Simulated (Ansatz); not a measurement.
Ansatz (a program for electronic structure) input:
A basis named .json is the Basis Set Exchange file of that set.

Ansatz 0.2 input:
```yaml
crystal:
  periodic: [false, false, false]
  atoms:
    - {symbol: Si, position_ang: [-0.00120168, -0.00809175, -0.00297697]}
    - {symbol: F, position_ang: [0.35032509, -0.58843982, -1.44903971]}
    - {symbol: F, position_ang: [-0.62478556, -1.25968947, 0.76911027]}
    - {symbol: N, position_ang: [-1.19634253, 1.18144038, 0.05966600]}
    - {symbol: N, position_ang: [1.45956514, 0.59101675, 0.59242354]}
    - {symbol: H, position_ang: [-2.17303021, 0.94718135, 0.12433440]}
    - {symbol: H, position_ang: [-1.04274617, 2.10722945, -0.30293993]}
    - {symbol: H, position_ang: [1.51516499, 1.07388824, 1.47327772]}
    - {symbol: H, position_ang: [2.34502091, 0.21094924, 0.30174352]}
basis:
  gaussian:
    orbitals: aug-cc-pV_D+d_Z.json
magnetization: {spin_polarized: false}
correlation: {method: ccsd_t, electrons: outside_noble_gas}
output: {forces: true}
```

Problem. Predict the final energy.

Solution. -600.22805 Eh (CCSD(T)/aug-cc-pV(D+d)Z). The basis has 160 functions. The run takes around 16 core-minutes (rough).
